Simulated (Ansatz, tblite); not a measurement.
Forces on the cluster K7H8 at its PBE0-D4/def2-SVP geometry. Total charge 0; doublet.

The xTB rows come from tblite. In the doublet, H9 and H11 lie 0.77 Å apart (atoms count from 1), so H2 has formed as a molecule. The structure comes from a short search, and lower isomers may exist.

GFN1-xTB (tblite), largest force 0.47 eV/Å:

```xyz
15
positions Å, forces eV/Å
K    -5.391    0.785   -1.276    0.147    0.183   -0.192
K    -1.626    1.484   -1.668   -0.219   -0.220    0.189
K     2.438   -0.513    0.630   -0.118   -0.201    0.172
K     2.726   -3.223    3.266    0.010    0.171   -0.247
K     6.628   -2.683    2.538   -0.320    0.044   -0.056
K    -5.697    3.261   -4.034   -0.003   -0.181    0.199
K    -1.303   -1.130    1.067    0.229    0.189   -0.203
H     0.342    0.422   -0.435    0.070    0.065   -0.039
H     5.298    0.269    0.989   -0.053   -0.058    0.009
H     0.813   -2.089    2.149   -0.102   -0.012    0.050
H     5.523    0.928    0.663    0.130    0.396   -0.208
H    -3.658    2.417   -2.880    0.173    0.039   -0.020
H     4.357   -1.757    1.838   -0.042   -0.296    0.213
H    -7.194    1.889   -2.682    0.129   -0.055    0.072
H    -3.256   -0.061   -0.167   -0.032   -0.064    0.060
```

GFN2-xTB (tblite), largest force 0.63 eV/Å:

```
K -0.096 0.232 -0.272
K -0.112 -0.095 0.081
K -0.187 -0.226 0.129
K 0.140 -0.097 0.069
K -0.167 -0.167 0.149
K -0.114 -0.393 0.426
K 0.152 -0.013 0.018
H 0.002 0.084 -0.097
H -0.186 -0.331 0.170
H -0.172 0.218 -0.208
H 0.274 0.525 -0.228
H 0.198 -0.082 0.102
H -0.318 0.291 -0.328
H 0.520 0.024 0.035
H 0.069 0.030 -0.046
```

PBE-D4/def2-TZVP (Ansatz), largest force 0.23 eV/Å:

```
K -0.013 0.005 -0.007
K 0.005 0.004 -0.004
K -0.015 0.006 -0.007
K 0.000 -0.014 0.012
K 0.003 0.004 0.001
K -0.009 -0.006 0.008
K -0.001 0.001 0.000
H 0.001 -0.004 0.004
H 0.075 0.178 -0.088
H 0.009 0.006 -0.004
H -0.072 -0.194 0.095
H -0.013 -0.003 0.002
H 0.010 0.010 -0.005
H 0.013 0.007 -0.007
H 0.007 0.001 -0.001
```
